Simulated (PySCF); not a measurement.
Compound: 1,1,1-trifluoro-2,2,2-trichloroethane, C2Cl3F3.
SMILES with atom numbers: `[F:1][C:2]([F:3])([F:4])[C:5]([Cl:6])([Cl:7])[Cl:8]`

The same species was optimised twice, with GFN2-xTB and with PBE0-D3(BJ)/def2-SVP (PySCF), and the same property calculations (PySCF, gas phase) were run on both structures.

| coordinate | GFN2-xTB | PBE0-D3(BJ)/def2-SVP | change |
| --- | --- | --- | --- |
| C2–C5 (Å) | 1.542 | 1.557 | +0.015 |
| F1–C2 (Å) | 1.331 | 1.322 | -0.009 |
| C2–F4 (Å) | 1.331 | 1.323 | -0.008 |
| C2–F3 (Å) | 1.331 | 1.323 | -0.008 |
| C5–Cl7 (Å) | 1.771 | 1.765 | -0.006 |
| C5–Cl8 (Å) | 1.771 | 1.765 | -0.006 |
| C5–Cl6 (Å) | 1.771 | 1.766 | -0.005 |
| F3–C2–F4 (°) | 107.5 | 108.8 | +1.3 |
| F1–C2–F4 (°) | 107.5 | 108.8 | +1.3 |
| F4–C2–C5 (°) | 111.4 | 110.1 | -1.3 |
| F1–C2–F3 (°) | 107.5 | 108.8 | +1.3 |
| F1–C2–C5 (°) | 111.4 | 110.1 | -1.3 |
| F3–C2–C5 (°) | 111.4 | 110.2 | -1.2 |
| Cl7–C5–Cl8 (°) | 110.4 | 110.5 | +0.1 |
| C2–C5–Cl8 (°) | 108.5 | 108.4 | -0.1 |
| F1–C2–C5–Cl6 (°) | -60 | -60 | 0 |

Rotational constants: A = 1318, B = 1106, C = 1106 MHz (GFN2-xTB) against A = 1323, B = 1115, C = 1114 MHz (PBE0-D3(BJ)/def2-SVP). Point groups within 0.08 Å: C3v and C3v.

On the GFN2-xTB structure: HOMO (eV) -9.38 [PBE0/pcSseg-1]; LUMO (eV) -1.29 [PBE0/pcSseg-1]; dipole (D) 0.70 [PBE0/pcSseg-1]; GIAO shielding of F1/F3/F4 (mean) (ppm) 263.0 [PBE0/pcSseg-1]; GIAO shielding of C2 (ppm) 57.1 [PBE0/pcSseg-1]; GIAO shielding of C5 (ppm) 69.3 [PBE0/pcSseg-1]; GIAO shielding of Cl6/Cl7/Cl8 (mean) (ppm) 506.0 [PBE0/pcSseg-1].

**Question.** What do these properties become on the PBE0-D3(BJ)/def2-SVP structure?

**Answer.** 
```
                                    property          level  on GFN2-xTB  on PBE0-D3(BJ)/def2-SVP  change
                                   HOMO (eV)  PBE0/pcSseg-1        -9.38                    -9.32   +0.06
                                   LUMO (eV)  PBE0/pcSseg-1        -1.29                    -1.18   +0.11
                                  dipole (D)  PBE0/pcSseg-1         0.70                     0.47   -0.23
energy, GFN2-xTB geometry as zero (kcal/mol)  PBE0/pcSseg-1          0.0                     -0.3    -0.3
     GIAO shielding of F1/F3/F4 (mean) (ppm)  PBE0/pcSseg-1        263.0                    270.0    +7.0
                  GIAO shielding of C2 (ppm)  PBE0/pcSseg-1         57.1                     58.5    +1.4
                  GIAO shielding of C5 (ppm)  PBE0/pcSseg-1         69.3                     69.4    +0.1
  GIAO shielding of Cl6/Cl7/Cl8 (mean) (ppm)  PBE0/pcSseg-1        506.0                    517.2   +11.2
```

The heavy atoms differ by 0.011 Å rms after alignment. Among bonds between heavy atoms C2–C5 changes most (+0.015 Å). Changes are differences of the printed values. Neither structure is proved a minimum here.

The values belong to the conformer `[F:1][C:2]([F:3])([F:4])[C:5]([Cl:6])([Cl:7])[Cl:8]`: F1–C2–C5–Cl6 -60°.
